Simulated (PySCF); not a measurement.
**Worked example: oscillator strength and radiative lifetime**

InClI2, SMILES [I][In]([Cl])[I].

The structure is a stationary point at B3LYP-D3(BJ)/def2-SVP. The structure was generated by enumeration; whether it is a known compound was not checked. The def2 effective core potentials stand for the cores of I, In; spin–orbit coupling is left out.

TDDFT-B3LYP/def2-SVPD in PySCF puts the first singlet state with f over 0.02 at 4.29 eV (vertical), with the transition dipole (0.000, -0.732, 0.000) in atomic units.

Question: Find the oscillator strength, the wavelength and the radiative lifetime that this transition would have in vacuum if emission retraced absorption.

Answer: 
|μ|² = 0.5358 au, so |μ| = 1.86 D. ΔE = 4.29/27.211 = 0.1577 hartree. f = (2/3) ΔE |μ|² = 0.056 (the program prints 0.056).
λ = 1239.84/4.29 = 289 nm; ν = 34601 cm⁻¹.
Einstein's coefficient A = 0.6670 ν² f s⁻¹ (ν in cm⁻¹) = 4.5e7 s⁻¹, so τ = 1/A = 22 ns. This state is S5; the lower singlets have f = 0.008, 0.000, 0.019, 0.006. The figure is the radiative limit of this one transition; relaxation, internal conversion, crossing to triplets and a medium change what is measured.
